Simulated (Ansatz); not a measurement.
Isolated molecules relaxed with PBE0-D4/def2-TZVP in Ansatz; ΔE leaves out vibrations. CCSD(T)/CBS adds triple-zeta CCSD(T) − MP2 to the extrapolated MP2 energy (def2 sets, frozen cores). This one scheme is used for every species. For Br outer-core shells are correlated without core-valence functions, which leaves a few kJ/mol of doubt a bond. Scalar relativity is left out up to krypton. Each species was taken in one conformer, which may not be the lowest.

Consider the substitution at a C–S bond: `CSB(C)Br` + `CB(O)O` → `COB(C)O` + `CB(S)Br`.

`CSB(C)Br`:

```xyz
11

C     1.954    0.569    0.898
S     0.461   -0.437    1.030
B    -0.535   -0.059   -0.387
C    -1.910   -0.770   -0.571
Br    0.047    1.220   -1.713
H     2.567    0.335    1.767
H     1.702    1.628    0.901
H     2.499    0.324   -0.012
H    -2.713   -0.028   -0.622
H    -1.931   -1.309   -1.523
H    -2.140   -1.474    0.232
```

`CB(O)O`:

```xyz
9

C     0.922   -0.759    0.342
B    -0.255    0.180   -0.087
O    -0.549    0.291   -1.420
O    -0.930    0.869    0.887
H     1.054   -1.591   -0.352
H     1.858   -0.191    0.341
H     0.786   -1.148    1.353
H    -1.260    0.897   -1.640
H    -1.625    1.453    0.575
```

`COB(C)O`:

```xyz
12

C     0.607   -1.152    1.090
O     0.805    0.211    0.797
B     0.115    0.844   -0.200
C    -0.968    0.145   -1.096
O     0.404    2.162   -0.399
H     0.995   -1.791    0.290
H    -0.451   -1.385    1.241
H     1.149   -1.379    2.009
H    -1.815   -0.197   -0.493
H    -1.350    0.819   -1.862
H    -0.567   -0.746   -1.591
H     1.078    2.470    0.214
```

`CB(S)Br`:

Z-matrix (Å, degrees):
```
C
B 1 1.556
H 1 1.091 2 114.0
H 1 1.095 2 109.8 3 122.0
H 1 1.095 2 109.8 3 -122.0
S 2 1.785 1 126.2 3 0.0
Br 2 1.930 1 119.2 3 -180.0
H 6 1.345 2 96.9 1 0.0
```

| species | CCSD/CBS(def2) energy (Eh) |
| --- | --- |
| `CSB(C)Br` | -3075.64837 |
| `CB(O)O` | -216.29886 |
| `COB(C)O` | -255.53550 |
| `CB(S)Br` | -3036.39577 |

Question: Work out ΔE.

Answer: ΔE = (-255.53550) + (-3036.39577) − (-3075.64837) − (-216.29886) = 0.01596 Eh = +41.9 kJ/mol. CCSD(T)/CBS gives +44.2 kJ/mol.

Largest T1 diagnostic among the species: 0.012.

In def2-TZVPP, CCSD(T) changes the Hartree–Fock value by +11.5 kJ/mol (the triples alone add +2.3 kJ/mol) and MP2 by +19.4 kJ/mol.
